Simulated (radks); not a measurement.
Task: Tl59+, 22 electrons, occupied as [Ar] 3d4. Calculated with a radial shooting solver on a logarithmic mesh with Libxc functionals: scalar-relativistic Kohn-Sham, PBEsol, spin-polarised, spherical densities, point nucleus; open shells are filled with parallel spins first (spin-orbit coupling, left out, can overturn this in heavy ions). Some entries of the table are withheld. Estimate them.

orbital,occ.,eigenvalue (eV),<r> (bohr),r(max) (bohr)
1s up,1,-89767.72,0.01631,0.01003
1s down,1,-89767.28,0.01631,0.01003
2s up,1,-19314.24,0.06840,0.05800
2s down,1,-19291.27,0.06834,0.05797
2p up,3,-17194.88,0.06195,0.04819
2p down,3,-17176.09,0.06189,0.04815
3s up,1,-7287.440,0.1694,0.1593
3s down,1,-7261.168,0.1697,0.1595
3p up,3,(1),0.1689,0.1579
3p down,3,(2),0.1692,0.1581
3d up,4,-6119.395,0.1505,0.1266
3d down,0,-6085.972,0.1509,0.1269
4s up,0,-3748.920,0.3241,0.3249
4s down,0,-3739.561,0.3247,0.3255
4p up,0,(3),0.3303,0.3320
4p down,0,(4),0.3310,0.3327

Result: 
(1) 3p up eigenvalue (eV): -6669.871
(2) 3p down eigenvalue (eV): -6643.547
(3) 4p up eigenvalue (eV): -3504.688
(4) 4p down eigenvalue (eV): -3495.469
